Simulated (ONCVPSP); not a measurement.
Before and after: ONCV potential for Sb (Z = 51)

Sb, optimised norm-conserving Vanderbilt (ONCV), made with ONCVPSP 4.0.1 (PBE, scalar-relativistic). Core [Ar] 3d10, reference 4s2 4p6 4d10 5s2 5p3. Waves: 4s+5s: rc 1.30 bohr, ncon 4, nbas 7, qcut 12.2 1/bohr, 2 projectors; 4p+5p: rc 1.30 bohr, ncon 3, nbas 7, qcut 10.2 1/bohr, 2 projectors; 4d: rc 0.95 bohr, ncon 4, nbas 7, qcut 8.7 1/bohr, 2 projectors, debl 0.4 Ha; f scattering state at 0.17 Ha: rc 1.35 bohr, ncon 4, nbas 9, qcut 8.5 1/bohr, 1 projector. Local part: polynomial inside 0.90 bohr (lpopt 5, dvloc0 0 Ha). Core correction: Teter function fitted to the true core (icmod 2), fcfact 0.55.

In the d channel the program set the typed energies aside and used -1.231, 0.250 Ha.

All-electron outer shells of the reference configuration (PBE, scalar-relativistic, ld1.x):

```
shell  level (eV)  outermost node (bohr)  outermost maximum (bohr)
   3p     -750.40                   0.13                      0.29
   3d     -515.87                      –                      0.24
   4s     -148.83                   0.39                      0.73
   4p     -101.79                   0.39                      0.76
   4d      -33.51                   0.38                      0.84
   5s      -12.83                   0.95                      1.90
   5p       -4.83                   1.04                      2.35
```

Change: all radii but the core radius scaled by about 1.14 (s 1.48, p 1.48, d 1.08, f 1.54 bohr); local potential polynomial inside 1.02 bohr (lpopt 5, dvloc0 0 Ha).

Cutoffs: the cutoffs (Ha) at which the residual kinetic energy of the hardest occupied pseudo-wave falls to 1 and 0.1 mHa per electron; they do not see the model core or the augmentation charge, which bear on the density cutoff. Errors are all-electron minus pseudo energies relative to the spin-unpolarised reference configuration.

Predict the effect on cutoff, ghosts and configuration errors.

The potential gets softer (86 Ha and 177 Ha → 74 Ha and 140 Ha); of the 4 tests that both files solve, the error grows in 1 and shrinks in 0 by more than 15 % and 0.3 meV (median size 8.4 → 8.9 meV); neither file shows a bound ghost. A larger radius leaves more room for a smooth pseudo-wave, so fewer plane waves are needed.

| quantity | base | changed |
| --- | --- | --- |
| cutoff, loose | 86 Ha | 74 Ha |
| cutoff, tight | 177 Ha | 140 Ha |
| loose cutoff by channel | s 48 Ha, p 24 Ha, d 86 Ha | s 38 Ha, p 27 Ha, d 74 Ha |
| bound ghosts | none | none |
| GHOST(+) flags under 300 eV | s at 281.2 eV | none |
| error for 4s2 4p6 4d10 5s2 5p2, meV [ΔE 8.32 eV] | -1.6 | -1.7 |
| error for 4s2 4p6 4d10 5s2 5p1, meV [ΔE 24.29 eV] | -5.2 | -5.5 |
| error for 4s2 4p6 4d10 5s2 5p0, meV [ΔE 48.70 eV] | -12 | -12 |
| error for 4s1 4p6 4d10 5s2 5p3, meV [ΔE 157.45 eV] | -124 | -288 |
| rms error of d²Exc/dni dnj with the model core, mHa | 0.52 | 0.98 |
